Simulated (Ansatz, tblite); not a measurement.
Removing and adding an electron: `C#Cc1ccc(C#Cc2ccc(C#Cc3ccc(C#Cc4ccc(C#Cc5ccc(C#Cc6ccccc6)cc5)cc4)cc3)cc2)cc1`. Total charge 0; singlet. Geometry: r2SCAN-D4/def2-SVP. Ansatz, gas phase; energy differences of separate SCF runs; the oxidised species was run as a doublet alone; the reduced species was run as a doublet alone.

Cartesian coordinates in Å:
```
C -9.134 18.333 2.966
C -8.592 17.253 2.807
C -7.960 15.991 2.621
C -8.728 14.815 2.478
C -8.112 13.584 2.297
C -6.702 13.482 2.249
C -6.073 12.226 2.062
C -5.528 11.139 1.899
C -4.900 9.885 1.708
C -5.661 8.691 1.682
C -5.046 7.462 1.494
C -3.643 7.373 1.322
C -3.016 6.119 1.126
C -2.474 5.032 0.953
C -1.848 3.778 0.750
C -2.591 2.576 0.833
C -1.979 1.348 0.631
C -0.597 1.268 0.333
C 0.026 0.014 0.120
C 0.565 -1.072 -0.068
C 1.185 -2.325 -0.290
C 2.519 -2.401 -0.761
C 3.124 -3.628 -0.984
C 2.426 -4.836 -0.743
C 3.043 -6.089 -0.973
C 3.577 -7.175 -1.176
C 4.192 -8.428 -1.413
C 3.567 -9.631 -1.005
C 4.169 -10.859 -1.238
C 5.421 -10.938 -1.893
C 6.035 -12.192 -2.134
C 6.565 -13.277 -2.344
C 7.178 -14.535 -2.589
C 8.338 -14.625 -3.393
C 8.935 -15.862 -3.630
C 8.394 -17.027 -3.074
C 7.247 -16.949 -2.275
C 6.640 -15.718 -2.032
C 6.046 -9.736 -2.301
C 5.446 -8.508 -2.065
C 1.093 -4.761 -0.269
C 0.486 -3.533 -0.050
C 0.146 2.470 0.249
C -0.465 3.698 0.455
C -2.883 8.567 1.349
C -3.497 9.795 1.539
C -5.934 14.662 2.391
C -6.552 15.892 2.574
H -9.611 19.285 3.107
H -9.818 14.884 2.513
H -8.714 12.679 2.187
H -6.744 8.748 1.812
H -5.642 6.546 1.476
H -3.659 2.626 1.060
H -2.563 0.426 0.698
H 3.068 -1.475 -0.949
H 4.153 -3.675 -1.350
H 2.599 -9.581 -0.500
H 3.678 -11.781 -0.917
H 8.757 -13.713 -3.826
H 9.831 -15.918 -4.256
H 8.866 -17.995 -3.263
H 6.821 -17.857 -1.837
H 5.744 -15.653 -1.409
H 7.013 -9.786 -2.808
H 5.937 -7.585 -2.384
H 0.545 -5.686 -0.079
H -0.543 -3.486 0.314
H 1.214 2.419 0.021
H 0.119 4.620 0.389
H -1.799 8.509 1.217
H -2.901 10.711 1.558
H -4.845 14.593 2.356
H -5.951 16.798 2.683
```

The xTB rows come from tblite. Single mean-field runs in def2-SVP are fitted with def2-universal-jkfit.

```
           level  −HOMO (eV)  vertical IE (eV)  −LUMO (eV)  vertical EA (eV)  HOMO–LUMO gap (eV)  IE − EA (eV)
        GFN1-xTB       10.77             11.83        8.78              7.71                1.99          4.13
        GFN2-xTB        9.78             10.87        7.77              6.67                2.01          4.20
 PBE-D4/def2-SVP        4.96              6.06        3.09              2.09                1.87          3.96
PBE0-D4/def2-SVP        5.74              6.52        2.53              1.83                3.21          4.69
```

   Raw xTB energy differences between charge states are shifted by several eV; the methods need an empirical correction for them. Sets without diffuse functions give affinities that are too small.
